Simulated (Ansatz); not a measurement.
Au2 (`[Au][Au]`), relaxed with RKS PBE0-D4/def2-TZVP in the Gaussian-basis code of Ansatz from a GFN2-xTB geometry. The force threshold is 0.005 eV/Å; the program also tests the step.

Total charge 0; spin multiplicity 1. Au takes the def2 core potential.

Start:

```xyz
2

Au   -0.400   -0.721    0.937
Au    0.400    0.721   -0.937
```

```csv
step,energy (eV),largest force (eV/Å),largest move (Å)
1,-7387.3168,0.278,0.000
2,-7387.3190,0.182,0.024
3,-7387.3212,0.012,0.009
4,-7387.3212,0.000,0.001
```

End:

```xyz
2

Au   -0.405   -0.729    0.948
Au    0.405    0.729   -0.948
```

Run time 6.5 s (2 threads of an AMD EPYC 7R13 on a shared host); peak host memory 0.19 GiB.
